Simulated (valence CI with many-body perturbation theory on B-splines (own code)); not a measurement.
The numbers below are computed, except where a source is named.
## Pr XVIII: what each term of the Hamiltonian does

Method: configuration interaction combined with many-body perturbation theory (CI+MBPT): six valence electrons over a frozen Dirac-Fock core [Kr], radial functions for each j: 7 s, 7 p, 8 d, 6 f, 4 g, 1 h, with the one-electron correlation potential Σ1, the two-electron term Σ2, the three-electron term Σ3, Breit, model QED; selected CI, second order for the rest, scaled by the run's own slope (own B-spline code, finite nucleus).

No measured spectrum was set against this ion. As an estimate, terms of the open shell hold to 2 to 4 % of their energy, and close levels can change places. Core correlation moves these levels by up to 10000 cm⁻¹, and in measured spectra 5 to 20 % of such shifts remained as error; rates that hang on mixing are uncertain with them. Among the levels kept, up to 1100 cm⁻¹ of a level comes from second order outside the variational space, and about a tenth of that is noise between levels of different J, which matters for small intervals. Only levels of the ground parity were solved; by the run's estimate the other parity begins above the list, which can be wrong where configurations are misplaced.

Each rung adds one term. CI alone is the Dirac-Coulomb CI over the frozen core; QED comes last and gives the full result, which names the levels. Energies are above (4d3/2^4 4d5/2^2) J=4 on the same rung, in cm⁻¹.

Levels are named by their leading jj configuration (3d3/2^4 stands for four electrons in 3d with j = 3/2), which in mixed levels can hold well under half, so a name can repeat and another be missing. Letters in brackets count levels of one name in rising energy.

| Level | CI alone | Σ1 | Σ2 | Σ3 | Breit | QED | Full |
| --- | --- | --- | --- | --- | --- | --- | --- |
| (4d3/2^4 4d5/2^2) J=2 | 14733 | +27 | +283 | -1201 | +126 | +2.4 | 13971 |
| (4d3/2^3 4d5/2^3) J=3 [a] | 20780 | +339 | +700 | +354 | -616 | +80 | 21638 |
| (4d3/2^4 4d5/2^2) J=0 | 27653 | +240 | +1485 | -605 | -284 | +57 | 28545 |
| (4d3/2^3 4d5/2^3) J=1 [a] | 28681 | +366 | +1182 | -127 | -569 | +87 | 29620 |
| (4d3/2^3 4d5/2^3) J=4 | 40944 | +194 | -1525 | -1359 | -288 | +38 | 38004 |
| (4d3/2^3 4d5/2^3) J=5 | 53600 | +329 | -2724 | -1558 | -665 | +61 | 49044 |
| (4d3/2^3 4d5/2^3) J=6 | 54919 | +358 | -3238 | -1534 | -850 | +65 | 49719 |
| (4d3/2^2 4d5/2^4) J=2 [a] | 57960 | +512 | +301 | -1826 | -755 | +105 | 56297 |
| (4d3/2^3 4d5/2^3) J=3 [b] | 62481 | +379 | -1058 | -2115 | -605 | +75 | 59157 |
| (4d3/2^3 4d5/2^3) J=2 [a] | 64550 | +402 | -233 | -2470 | -756 | +98 | 61592 |
| (4d3/2^2 4d5/2^4) J=4 [a] | 77630 | +642 | -1045 | -1674 | -1183 | +136 | 74505 |
| (4d3/2^3 4d5/2^3) J=1 [b] | 80447 | +488 | -1507 | -2942 | -638 | +97 | 75946 |
| (4d3/2^2 4d5/2^4) J=0 [a] | 75640 | +508 | +2470 | -1804 | -820 | +120 | 76114 |
| (4d3/2^3 4d5/2^3) J=2 [b] | 82328 | +477 | -82 | -2861 | -813 | +104 | 79153 |
| (4d3/2^2 4d5/2^4) J=4 [b] | 83096 | +576 | -1098 | -2269 | -1110 | +121 | 79317 |
| (4d3/2^2 4d5/2^4) J=5 | 86884 | +752 | -1873 | -1580 | -1549 | +159 | 82793 |
| (4d3/2^2 4d5/2^4) J=3 [a] | 88858 | +604 | -1490 | -2709 | -996 | +125 | 84392 |
| (4d3/2^3 4d5/2^3) J=0 | 93874 | +277 | -2974 | -5506 | -183 | +42 | 85529 |
| (4d3/2^2 4d5/2^4) J=3 [b] | 94133 | +751 | -975 | -2345 | -1350 | +159 | 90372 |

The middle columns are the shifts that each term adds.

(1) How does the ionisation energy move along the ladder, and which term matters most?

Answers

(1) CI alone 473.60, + Σ1 475.73, + Σ2 479.01, + Σ3 479.59, + Breit 479.47, + QED 479.50 eV. The largest step is Σ2, 3.28 eV. NIST lists 478 ± 3 eV (theoretical).
